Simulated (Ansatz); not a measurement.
`[CH3][Ti]([NH2])([OH])[F]`, relaxed with RKS PBE0-D4/def2-TZVP in Ansatz from a PBE-D4/def2-SVP geometry. The force threshold is 0.005 eV/Å; the program also tests the step.

Total charge 0; spin multiplicity 1.

Start:

```xyz
11

C     0.510    0.439   -1.439
Ti    0.256   -0.354    0.473
N    -1.595   -0.580    0.641
O     0.820    0.924    1.589
F     1.107   -1.900    0.460
H     0.128   -0.261   -2.211
H     1.595    0.615   -1.613
H    -0.029    1.405   -1.529
H    -2.234    0.080    1.098
H    -2.115   -1.403    0.317
H     1.558    1.036    2.213
```

**Question.** How much energy does the relaxation release, and in how many steps? (Estimate.)

**Answer.** Computed: 0.84 kcal/mol, in 8 steps.

**Question.** Which bonds change most? (Estimate.)

**Answer.** Ansatz gave: C1–Ti2 from 2.086 to 2.068 Å; C1–H8 from 1.110 to 1.093 Å; C1–H7 from 1.112 to 1.095 Å; C1–H6 from 1.110 to 1.094 Å.

**Question.** Give the relaxed structure. (Estimate.)

**Answer.** The calculation gave: 
```xyz
11

C     0.516    0.437   -1.434
Ti    0.253   -0.360    0.456
N    -1.595   -0.579    0.642
O     0.828    0.892    1.586
F     1.096   -1.913    0.404
H     0.118   -0.248   -2.188
H     1.589    0.577   -1.607
H     0.008    1.400   -1.522
H    -2.208    0.054    1.137
H    -2.113   -1.379    0.306
H     1.507    1.118    2.220
```
